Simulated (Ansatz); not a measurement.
Energy difference R1 + R2 → P1 + P2, each structure at its B3LYP-D3(BJ)/def2-TZVP stationary point, reached from a drawn start (curvature not checked).
R1: CH6O3Si (SMILES C[Si](O)(O)O), charge 0, multiplicity 1.
R2: O atom, charge 0, multiplicity 3.
P1, H3O4Si (SMILES [O][Si](O)(O)O) (charge 0, multiplicity 2):
| atom | x (Å) | y (Å) | z (Å) |
|---|---|---|---|
| O | -1.4876 | 0.9051 | 0.0440 |
| Si | -0.0338 | 0.1165 | -0.1300 |
| O | -0.2598 | -1.1208 | -1.1639 |
| O | 1.1987 | 0.9578 | -0.7620 |
| O | 0.3560 | -0.2422 | 1.4206 |
| H | -1.1282 | -1.5297 | -1.1893 |
| H | 1.6528 | 1.5868 | -0.1965 |
| H | -0.2981 | -0.6733 | 1.9771 |
P2, CH3 (SMILES [CH3]) (charge 0, multiplicity 2):
```
atom    x (Å)    y (Å)    z (Å)
----  -------  -------  -------
C      0.0000   0.0000   0.0000
H      1.0684  -0.1474   0.0293
H     -0.6611  -0.8515  -0.0426
H     -0.4073   0.9990   0.0132
```

P less R. No zero-point or thermal terms; singlets are restricted closed shells; open shells are unrestricted; no spin–orbit coupling. One arrangement of each flexible species, with no search for the lowest.

Correlated levels freeze the cores.

Codes used: Ansatz (Gaussian basis) for Hartree–Fock, density functionals and correlated methods. No computed number here is a measurement.

Total energies in hartree:

| structure | PBE/def2-TZVPP | CCSD(T)/cc-pV(T+d)Z |
|---|---|---|
| R1 | -556.742068 | -556.278209 |
| R2 | -75.009672 | -74.973962 |
| P1 | -592.004869 | -591.516598 |
| P2 | -39.788960 | -39.760977 |

**Question.** Work out the reaction energy at each level in eV (1 hartree = 27.21139 eV), and say how far PBE/def2-TZVPP lies from CCSD(T)/cc-pV(T+d)Z.

**Answer.** 
- PBE/def2-TZVPP: (-592.004869) + (-39.788960) − (-556.742068) − (-75.009672) = -0.042089 hartree = -1.145 eV
- CCSD(T)/cc-pV(T+d)Z: (-591.516598) + (-39.760977) − (-556.278209) − (-74.973962) = -0.025404 hartree = -0.691 eV
PBE/def2-TZVPP less CCSD(T)/cc-pV(T+d)Z: -0.454 eV. CCSD(T)/cc-pV(T+d)Z is the level counted from, the highest shown, and no exact or measured value.

Ansatz is an electronic-structure program.
